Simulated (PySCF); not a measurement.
SMILES Oc1cc(B(O)O)ccc1 (C6H7BO3), GFN2-xTB optimised geometry.

```
17

O     -0.66    -2.55     0.06
B     -1.37    -1.40     0.00
O     -2.73    -1.51    -0.07
C     -0.59    -0.03     0.00
C     -1.24     1.21     0.00
C     -0.53     2.39     0.00
C      0.85     2.38     0.00
C      1.52     1.16     0.00
O      2.89     1.17     0.00
C      0.80    -0.03     0.00
H     -1.20    -3.34     0.06
H     -3.21    -0.69    -0.12
H     -2.33     1.25     0.01
H     -1.05     3.34     0.00
H      1.43     3.29     0.00
H      3.21     0.26     0.00
H      1.32    -0.98     0.00
```

Density from CAM-B3LYP/def2-SVP run with PySCF 2.14.0 at that geometry.

Minimum of the electron density along straight lines between bonded atoms, close to the bond critical point (lines longer than 1.1 times the sum of covalent radii, or with two minima, are not listed):

| bond | length / Å | ρ at the minimum / e bohr⁻³ | ∇²ρ there / e bohr⁻⁵ | position (fraction from the first atom) |
|---|---|---|---|---|
| O1–B2 | 1.352 | 0.208 | 1.13 | 0.67 |
| B2–O3 | 1.362 | 0.202 | 1.12 | 0.33 |
| B2–C4 | 1.582 | 0.183 | -0.21 | 0.33 |
| C4–C5 | 1.395 | 0.308 | -0.78 | 0.50 |
| C5–C6 | 1.384 | 0.315 | -0.82 | 0.50 |
| C6–C7 | 1.381 | 0.315 | -0.82 | 0.50 |
| C7–C8 | 1.392 | 0.314 | -0.83 | 0.48 |
| C8–O9 | 1.361 | 0.288 | -0.35 | 0.33 |
| C4–C10 | 1.393 | 0.307 | -0.77 | 0.49 |
| C8–C10 | 1.387 | 0.316 | -0.83 | 0.52 |
| O1–H11 | 0.958 | 0.355 | -2.43 | 0.82 |
| O3–H12 | 0.955 | 0.358 | -2.46 | 0.82 |
| C5–H13 | 1.082 | 0.280 | -1.04 | 0.62 |
| C6–H14 | 1.080 | 0.284 | -1.09 | 0.63 |
| C7–H15 | 1.078 | 0.284 | -1.10 | 0.64 |
| O9–H16 | 0.965 | 0.354 | -2.29 | 0.81 |
| C10–H17 | 1.081 | 0.282 | -1.07 | 0.63 |
